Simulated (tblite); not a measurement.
Species: C2H13O2PSi3.
Atom-mapped SMILES: `[CH3:1][C@@H:2]([SiH3:3])[O:4][Si@@H:5]([PH2:6])[O:7][SiH3:8]` (hydrogens: H9, H10, H11 on C1; H12 on C2; H13, H14, H15 on Si3; H16 on Si5; H17, H18 on P6; H19, H20, H21 on Si8)

Structure optimised with GFN2-xTB, isolated species.

What internal coordinates does the optimisation give?

```csv
bond,length (Å),order
C1–C2,1.520,single
C2–Si3,1.911,single
C2–O4,1.421,single
O4–Si5,1.615,single
Si5–P6,2.240,single
Si5–O7,1.613,single
O7–Si8,1.622,single
"C1–H9, C1–H10, C1–H11",1.088,single
C2–H12,1.102,single
"Si3–H13, Si3–H14, Si3–H15",1.463,single
Si5–H16,1.462,single
"P6–H17, P6–H18",1.383,single
"Si8–H19, Si8–H20, Si8–H21",1.461,single
```

Bonds in one row agree within 0.01 Å and their mean is given. Orders are formal, as drawn. A selection of angles:
```csv
angle,degrees
C2–C1–H9,110.4
H9–C1–H10,108.3
H9–C1–H11,109.0
C1–C2–Si3,115.3
C1–C2–O4,110.3
C1–C2–H12,108.3
Si3–C2–O4,103.1
Si3–C2–H12,111.5
O4–C2–H12,108.1
C2–Si3–H13,108.2
C2–Si3–H14,108.7
H13–Si3–H14,110.9
H14–Si3–H15,110.4
C2–O4–Si5,126.5
O4–Si5–P6,107.5
O4–Si5–O7,107.3
O4–Si5–H16,111.4
P6–Si5–O7,109.6
P6–Si5–H16,117.2
O7–Si5–H16,103.3
Si5–P6–H17,95.2
H17–P6–H18,92.6
Si5–O7–Si8,148.5
O7–Si8–H19,109.3
O7–Si8–H20,101.9
O7–Si8–H21,108.3
H19–Si8–H20,112.5
H19–Si8–H21,111.2
```

Dihedral angles: C1–C2–O4–Si5 84° (synclinal); C2–O4–Si5–P6 35° (synclinal); O4–Si5–O7–Si8 -26° (synperiplanar).

Si5 (oxygen-bound silicon) is distorted tetrahedral (angles from 103.3° to 117.2°). O4 (silyl ether oxygen) is bent (angle 126.5°). Si3 (SiH3 silicon) is tetrahedral (angles from 107.6° to 110.9°). Si8 (oxygen-bound silicon) is distorted tetrahedral (angles from 101.9° to 113.1°). Of the pairs four or more bonds apart, P6···H12 is among the closest relative to their van der Waals radii: 2.73 Å, 91 % of the sum of Bondi's values. P6 (three-coordinate phosphorus) is pyramidal (angles 95.8°, 95.2° and 92.6°, sum 283.6°, 0.83 Å off the plane of its three neighbours).

Point group: C1 (no symmetry element, even within 0.4 Å). Its lowest GFN2-xTB frequency is 14 cm⁻¹, too small to tell a flat minimum from a shallow saddle. The numbers are those of one conformer (C1–C2–O4–Si5 84°, C2–O4–Si5–P6 35°, O4–Si5–P6–H -89° and 177°, O4–Si5–O7–Si8 -26°).

The run took 11 s wall on Intel Xeon at 2.50 GHz, one thread (shared host). That covers the optimisation of the geometry.

These are computed values.
